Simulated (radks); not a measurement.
Values are calculated unless marked as measured or tabulated.
Sr17+, configuration [Ar] 3d2 5d1 (not the ground configuration). Level of theory: scalar-relativistic Kohn-Sham, r2SCAN, spin-unpolarised, spherical densities, finite nucleus; meta-GGA in the generalised Kohn-Sham scheme; Fermi nuclear charge, rms radius 4.224 fm (a radial shooting solver on a logarithmic mesh with Libxc functionals).

Radial electron density D(r) = 4 pi r^2 rho(r):

```
   r/bohr * D(r) (the largest magnitude, 57, reaches the edge; | marks zero)
 0.002236 | *
 0.002888 |   *
 0.003761 |     *
 0.004897 |        *
 0.006377 |            *
 0.008303 |                  *
  0.01081 |                         *
  0.01397 |                                 *
  0.01819 |                                        *
  0.02368 |                                            *
  0.03083 |                                             *
  0.04015 |                                         *
  0.05228 |                                      *
  0.06753 |                                        *
  0.08794 |                                                *
   0.1145 |                                                      *
   0.1491 |                                                *
   0.1942 |                                *
   0.2528 |                      *
   0.3266 |                        *
   0.4252 |                         *
   0.5537 |               *
    0.721 |    *
   0.9388 |*
    1.213 *
    1.579 |*
    2.056 |*
    2.677 *
    3.486 *
```

D(r) has 4 maxima, at r = 0.0276, 0.118, 0.383, 1.74 bohr, and minima at 0.0557, 0.267, 1.16 bohr, inside which lie 2.05, 10.73, 20.18 electrons.
